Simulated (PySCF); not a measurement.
# Finite-field polarisability of O (oxygen, neutral)

[He] 2s2 2p4, high-spin 3P determinant. Computed with PySCF 2.14 in aug-cc-pVQZ-DK, with scalar relativity by spin-free X2C-1e. Frozen: 1s2. Energy changes in a uniform field (μhartree):

```tsv
axis	F (au)	HF	MP2	CCSD	CCSD(T)
x	0.0066	-98.958	-105.440	-105.232	-106.437
x	0.0132	-395.959	-421.937	-421.107	-425.942
y	0.0062	-98.997	-108.697	-109.488	-111.407
y	0.0124	-396.438	-435.359	-438.544	-446.261
```

By symmetry the remaining axis equals x.

Task: Derive α along x at CCSD(T) from the two fields.

Result: With ΔE = −αF²/2 − γF⁴/24, α = −(16 ΔE(F) − ΔE(2F))/(6F²) = 4.886 bohr³.

Task: And the mean polarisability at each level?

Result: The components xx, yy, zz at CCSD(T) are 4.886, 5.794, 4.886, the third axis being equal by symmetry to one of the two computed. Means: HF 4.745, MP2 5.111, CCSD 5.119, CCSD(T) 5.189 bohr³. Reference: 5.3 ± 0.2 bohr³ (recommended; Schwerdtfeger and Nagle, table of static dipole polarizabilities (2023 update)).
